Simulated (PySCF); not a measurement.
PySCF input file for Bi(F)2(Et) (C₂H₅BiF₂), SMILES C[CH2][Bi]([F])[F], TDA-PBE/def2-SVPD. Geometry: PBE0-D3(BJ)/def2-SVP. The structure was generated by enumeration; whether it is a known compound was not checked. The def2 effective core potentials stand for the cores of Bi; spin–orbit coupling is left out. One conformer was computed; it need not be the lowest.

```python
import numpy as np
from pyscf import gto, scf, dft, tdscf

mol = gto.M(
    atom='''
    Bi    0.44941482    0.18419239    0.00000000
    F     0.05113281   -1.12553969   -1.51040969
    F     0.05113282   -1.12553970    1.51040969
    C    -1.69609739    0.90456255    0.00000000
    C    -2.63334883   -0.28924992    0.00000000
    H    -1.81741568    1.54302053    0.89104090
    H    -1.81741568    1.54302054   -0.89104089
    H    -2.46086269   -0.91759976   -0.88631181
    H    -2.46086269   -0.91759976    0.88631181
    H    -3.68858677    0.02902909    0.00000000
    ''',
    basis='def2-SVPD',
    ecp={'Bi': 'def2-svp'},
    charge=0,
    spin=0,
    symmetry=True,
    max_memory=1600,
    verbose=4,
)
mf = dft.RKS(mol, xc='pbe').density_fit(auxbasis='def2-universal-jkfit')
mf.grids.level = 3
mf.conv_tol = 1e-9
mf.max_cycle = 100
mf.kernel()
mf.grids = dft.Grids(mol).set(level=1).build(with_non0tab=True)  # coarser grid for the response kernel
td = tdscf.TDA(mf)
td.singlet = True
td.nstates = 10
td.conv_tol = 1e-4
td.positive_eig_threshold = 1e-6
td.kernel(x0=td.get_init_guess(mf, 15))
td.analyze()
tt = tdscf.TDA(mf)
tt.singlet = False
tt.nstates = 4
tt.conv_tol = 1e-4
tt.positive_eig_threshold = 1e-6
tt.kernel(x0=tt.get_init_guess(mf, 9))
tt.analyze(verbose=3)
```

Log of the run:

```
PySCF version 2.14.0

[INPUT] verbose = 4
[INPUT] num. atoms = 10
[INPUT] num. electrons = 58
[INPUT] charge = 0
[INPUT] spin (= nelec alpha-beta = 2S) = 0
[INPUT] symmetry True subgroup None
[INPUT] Mole.unit = angstrom
[INPUT] Symbol           X                Y                Z      unit          X                Y                Z       unit  Magmom
[INPUT]  1 Bi     0.449414820000   0.184192390000   0.000000000000 AA    0.849270926121   0.348073171329   0.000000000000 Bohr   0.0
[INPUT]  2 F      0.051132810000  -1.125539690000  -1.510409690000 AA    0.096627006879  -2.126961756428  -2.854260649989 Bohr   0.0
[INPUT]  3 F      0.051132820000  -1.125539700000   1.510409690000 AA    0.096627025777  -2.126961775325   2.854260649989 Bohr   0.0
[INPUT]  4 C     -1.696097390000   0.904562550000   0.000000000000 AA   -3.205159547690   1.709375482038   0.000000000000 Bohr   0.0
[INPUT]  5 C     -2.633348830000  -0.289249920000   0.000000000000 AA   -4.976308079144  -0.546603130352   0.000000000000 Bohr   0.0
[INPUT]  6 H     -1.817415680000   1.543020530000   0.891040900000 AA   -3.434417889690   2.915886206281   1.683823266786 Bohr   0.0
[INPUT]  7 H     -1.817415680000   1.543020540000  -0.891040890000 AA   -3.434417889690   2.915886225178  -1.683823247889 Bohr   0.0
[INPUT]  8 H     -2.460862690000  -0.917599760000  -0.886311810000 AA   -4.650356514260  -1.734012238367  -1.674886581868 Bohr   0.0
[INPUT]  9 H     -2.460862690000  -0.917599760000   0.886311810000 AA   -4.650356514260  -1.734012238367   1.674886581868 Bohr   0.0
[INPUT] 10 H     -3.688586770000   0.029029090000   0.000000000000 AA   -6.970418781994   0.054857029745   0.000000000000 Bohr   0.0

nuclear repulsion = 283.532264150577
point group symmetry = Cs
symmetry origin: [-1.60146283e-09  4.48409586e-09  1.60146284e-10]
symmetry axis x: [1.00000000e+00 2.11509280e-09 1.84642425e-09]
symmetry axis y: [ 2.11509284e-09 -1.00000000e+00 -1.91842725e-08]
symmetry axis z: [-1.84642421e-09 -1.91842726e-08  1.00000000e+00]
num. orbitals of irrep A' = 95
num. orbitals of irrep A" = 63
number of shells = 66
number of NR pGTOs = 243
number of NR cGTOs = 158
basis = def2-SVPD
ecp = {'Bi': 'def2-svp'}


[settings echo left out]
init E= -466.091081413249
HOMO (A') = -0.682689804171545  LUMO (A') = -0.668024100136642  gap/eV = 0.39907
cycle= 1 E= -487.830734981707  delta_E= -21.7  |g|= 3.76  |ddm|= 16.1
HOMO (A') = -0.106492732052729  LUMO (A') = -0.0767991922768481  gap/eV = 0.80800
cycle= 2 E= -346.692306580456  delta_E=  141  |g|= 13.5  |ddm|=  180
HOMO (A') = -0.127629481069434  LUMO (A') = -0.0950717232114613  gap/eV = 0.88594
cycle= 3 E= -492.076016434855  delta_E= -145  |g|= 1.81  |ddm|=  180
HOMO (A") = -0.122526713178274  LUMO (A') = -0.0486782390002212  gap/eV = 2.00952
cycle= 4 E= -491.744978255969  delta_E= 0.331  |g|=  2.6  |ddm|= 4.59
HOMO (A') = -0.223655144469237  LUMO (A') = -0.0593054831002355  gap/eV = 4.47218
cycle= 5 E= -493.061336185489  delta_E= -1.32  |g|= 0.567  |ddm|= 2.33
HOMO (A') = -0.246984642475617  LUMO (A") = -0.0930311951636398  gap/eV = 4.18929
cycle= 6 E= -493.106626734331  delta_E= -0.0453  |g|= 0.295  |ddm|= 0.854
HOMO (A') = -0.235287211575351  LUMO (A") = -0.0860492855205877  gap/eV = 4.06097
cycle= 7 E= -493.127024085396  delta_E= -0.0204  |g|= 0.0424  |ddm|= 0.399
HOMO (A') = -0.2367246688686  LUMO (A") = -0.0859700015930329  gap/eV = 4.10224
cycle= 8 E= -493.127480398065  delta_E= -0.000456  |g|= 0.0117  |ddm|= 0.0683
HOMO (A') = -0.23709873749182  LUMO (A") = -0.0859317589906183  gap/eV = 4.11346
cycle= 9 E= -493.127509856571  delta_E= -2.95e-05  |g|= 0.005  |ddm|= 0.0191
HOMO (A') = -0.236774177400331  LUMO (A") = -0.0859815348396076  gap/eV = 4.10328
cycle= 10 E= -493.127515864889  delta_E= -6.01e-06  |g|= 0.00178  |ddm|= 0.0069
HOMO (A') = -0.236898555849663  LUMO (A") = -0.0860590556734842  gap/eV = 4.10455
cycle= 11 E= -493.127516619808  delta_E= -7.55e-07  |g|= 0.000305  |ddm|= 0.00231
HOMO (A') = -0.236876047706378  LUMO (A") = -0.0860312214042125  gap/eV = 4.10470
cycle= 12 E= -493.127516647792  delta_E= -2.8e-08  |g|= 2.56e-05  |ddm|= 0.000716
HOMO (A') = -0.236877714101329  LUMO (A") = -0.0860308997331067  gap/eV = 4.10475
cycle= 13 E= -493.127516647983  delta_E= -1.92e-10  |g|= 1.09e-05  |ddm|= 7.19e-05
HOMO (A') = -0.236877384418761  LUMO (A") = -0.0860313597126492  gap/eV = 4.10473
Extra cycle  E= -493.127516647867  delta_E= 1.16e-10  |g|= 2.59e-05  |ddm|= 4.24e-05
converged SCF energy = -493.127516647867
tot grids = 42080
Overwritten attributes  positive_eig_threshold  of <class 'pyscf.tdscf.rks.TDA'>


******** <class 'pyscf.tdscf.rks.TDA'> for <class 'pyscf.df.df_jk.DFSymAdaptedRKS'> ********
nstates = 10 singlet
deg_eia_thresh = 1.000e-03
wfnsym = None
conv_tol = 0.0001
eigh lindep = 1e-12
eigh level_shift = 0
eigh max_cycle = 100


Excitation energies (eV)
[4.30983639 4.4480835  6.04654358 6.0942618  6.29857951 6.34416482
 6.36147337 6.4112622  6.47527232 6.51301061]

** Singlet excitation energies and oscillator strengths **
Excited State   1:   A"      4.30984 eV    287.68 nm  f=0.0106
      29 -> 30        0.70340
Excited State   2:   A'      4.44808 eV    278.74 nm  f=0.0166
      29 -> 31        0.69745
Excited State   3:   A'      6.04654 eV    205.05 nm  f=0.0028
      28 -> 30       -0.68755
Excited State   4:   A"      6.09426 eV    203.44 nm  f=0.0010
      28 -> 31        0.69696
Excited State   5:   A'      6.29858 eV    196.84 nm  f=0.0014
      26 -> 30       -0.63933
      27 -> 31        0.28803
Excited State   6:   A"      6.34416 eV    195.43 nm  f=0.0005
      24 -> 30       -0.23907
      25 -> 31       -0.10098
      26 -> 31       -0.43272
      27 -> 30       -0.48662
Excited State   7:   A'      6.36147 eV    194.90 nm  f=0.0385
      25 -> 30       -0.41808
      26 -> 30       -0.17867
      27 -> 31       -0.47979
      29 -> 32       -0.18679
Excited State   8:   A'      6.41126 eV    193.39 nm  f=0.0249
      25 -> 30        0.48265
      26 -> 30       -0.20984
      27 -> 31       -0.38294
      28 -> 30        0.13071
      29 -> 32        0.19277
Excited State   9:   A"      6.47527 eV    191.47 nm  f=0.0004
      24 -> 30        0.22059
      25 -> 31        0.64477
      26 -> 31       -0.10155
      27 -> 30       -0.13972
Excited State  10:   A'      6.51301 eV    190.36 nm  f=0.0130
      29 -> 33       -0.70386

** Transition electric dipole moments (AU) **
state          X           Y           Z        Dip. S.      Osc.
  1        -0.0000      0.0000      0.3166      0.1003      0.0106
  2         0.1566     -0.3574      0.0000      0.1523      0.0166
  3        -0.1364      0.0171      0.0000      0.0189      0.0028
  4        -0.0000      0.0000      0.0822      0.0068      0.0010
  5         0.0804     -0.0506     -0.0000      0.0090      0.0014
  6        -0.0000      0.0000     -0.0588      0.0035      0.0005
  7         0.4604      0.1870      0.0000      0.2469      0.0385
  8        -0.2797      0.2834      0.0000      0.1585      0.0249
  9         0.0000      0.0000     -0.0496      0.0025      0.0004
 10        -0.2245     -0.1755      0.0000      0.0812      0.0130

WARN: ECP detected. Skipping calculation of transition velocity and magnetic dipole moments, which have not yet been implemented.



******** <class 'pyscf.tdscf.rks.TDA'> for <class 'pyscf.df.df_jk.DFSymAdaptedRKS'> ********
nstates = 4 triplet
deg_eia_thresh = 1.000e-03
wfnsym = None
conv_tol = 0.0001
eigh lindep = 1e-12
eigh level_shift = 0
eigh max_cycle = 100


Excitation energies (eV)
[3.88378273 3.92528771 5.20376437 5.80701117]

** Triplet excitation energies and oscillator strengths **
Excited State   1:   A"      3.88378 eV    319.24 nm  f=0.0000
Excited State   2:   A'      3.92529 eV    315.86 nm  f=0.0000
Excited State   3:   A'      5.20376 eV    238.26 nm  f=0.0000
Excited State   4:   A"      5.80701 eV    213.51 nm  f=0.0000
```

The calculation finished and met its thresholds.

Cost: about 90 core-seconds (a rough figure).
